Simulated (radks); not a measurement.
The numbers below are computed, except where a source is named.
Problem. The indium ion In7+, configuration [Kr] 4d6 (the NIST ground configuration). Code: a radial shooting solver on a logarithmic mesh with Libxc functionals. Model: non-relativistic Kohn-Sham, PBE, spin-polarised, spherical densities, point nucleus; open shells are filled with parallel spins first (spin-orbit coupling, left out, can overturn this in heavy ions); relativity is left out, which matters for an element this heavy. Some entries of the table are withheld. Estimate them.

| orbital | occ. | eigenvalue (hartree) | <r> (bohr) |
|---|---|---|---|
| 1s up | 1 | -989.1170 | 0.03105 |
| 1s down | 1 | -989.1169 | 0.03105 |
| 2s up | 1 | -148.5902 | 0.1343 |
| 2s down | 1 | -148.5436 | 0.1343 |
| 2p up | 3 | -139.0514 | 0.1146 |
| 2p down | 3 | -139.0169 | 0.1146 |
| 3s up | 1 | -31.55295 | 0.3614 |
| 3s down | 1 | -31.53140 | 0.3612 |
| 3p up | 3 | -27.65491 | 0.3526 |
| 3p down | 3 | -27.62989 | 0.3524 |
| 3d up | 5 | -20.44599 | 0.3237 |
| 3d down | 5 | -20.40656 | 0.3236 |
| 4s up | 1 | (1) | 0.8536 |
| 4s down | 1 | (2) | 0.8533 |
| 4p up | 3 | -6.86012 | 0.8940 |
| 4p down | 3 | -6.69747 | 0.8946 |
| 4d up | 5 | -4.63455 | 1.006 |
| 4d down | 1 | -4.47725 | 1.012 |

Solution. 
(1) 4s up eigenvalue (hartree): -8.17631
(2) 4s down eigenvalue (hartree): -8.01353
